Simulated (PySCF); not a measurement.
# From computed data to an observable: dipole moment from atomic charges

F₂HInSe, SMILES [F][In]([F])[SeH]. Atoms are numbered in the order given.

```xyz
5

In     0.0037     0.6684     0.0000
F      1.6044     1.7921     0.0000
F     -1.6653     1.6922     0.0000
Se     0.0527    -1.8311     0.0000
H     -1.4256    -1.8540     0.0000
```

Coordinates come from a B3LYP-D3(BJ)/def2-SVP optimisation. The structure was generated by enumeration; whether it is a known compound was not checked. The def2 effective core potentials stand for the cores of In; spin–orbit coupling is left out. Other conformers were not sampled.

Charges (e) from HF/def2-TZVP (PySCF):

| atom | Mulliken | ESP fit |
|---|---|---|
| In1 | 1.416 | 1.169 |
| F2 | -0.597 | -0.481 |
| F3 | -0.599 | -0.510 |
| Se4 | -0.368 | -0.296 |
| H5 | 0.148 | 0.118 |

The dipole moment of the full density is 3.09 D.

Task: What dipole moment does each set of point charges give, and which comes closer to that of the density?

Result: 
μ = Σ q r, and 1 e Å = 4.8032 D.
Mulliken: Σ q r = (-0.185, -0.738, 0.000) e Å, |μ| = 3.65 D.
ESP fit: Σ q r = (-0.102, -0.620, 0.000) e Å, |μ| = 3.02 D.
ESP fit comes closer in size. Point charges leave out the atoms' own dipoles (lone pairs, polarised bonds); fits to the potential absorb them, partitions of the density don't.
